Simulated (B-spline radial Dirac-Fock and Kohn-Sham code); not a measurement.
## Dipole and non-dipole photoemission parameters of P 2p3/2

System: the P atom, configuration [Ne] 3s2 3p3; threshold 135.0 eV (tabulated edge). These are calculated numbers from a radial finite-basis atomic code; the model is Dirac-Hartree-Slater photoionisation with a Latter tail; cross sections with all multipoles, angular parameters from the dipole term and its interference with E2.

```
hν (eV)   σ (kb)      β       γ      δ
    150     3050  0.562  -0.039  0.008
    159     2850  0.757  -0.039  0.009
    172     2730  0.963  -0.030  0.011
    179     2640  1.046  -0.024  0.011
    211     2050  1.274   0.003  0.012
    241     1590  1.374   0.030  0.013
    300      975  1.459   0.081  0.014
    400      479  1.486   0.160  0.017
    543      213  1.454   0.253  0.021
    548      208  1.452   0.256  0.021
    612      153  1.429   0.292  0.023
    800     71.2  1.352   0.377  0.030
    842     61.2  1.334   0.394  0.031
   1000     36.7  1.270   0.449  0.037
   1240     19.0  1.181   0.518  0.047
   1310     16.0  1.157   0.535  0.050
 1486.9     10.7  1.099   0.574  0.057
 2984.4     1.06  0.765   0.769  0.116
   3030        ?      ?       ?      ?
   6010   0.0886  0.464   0.930  0.215
   6350   0.0724  0.444   0.943  0.225
   6870   0.0542  0.416   0.961  0.239
   7750   0.0347  0.375   0.990  0.262
  10900  0.00960  0.269   1.077  0.336
  11700  0.00733  0.248   1.096  0.353
```

Q: Give the values at 3030 eV.

A: σ = 1.01 kb, β = 0.757, γ = 0.773, δ = 0.118.
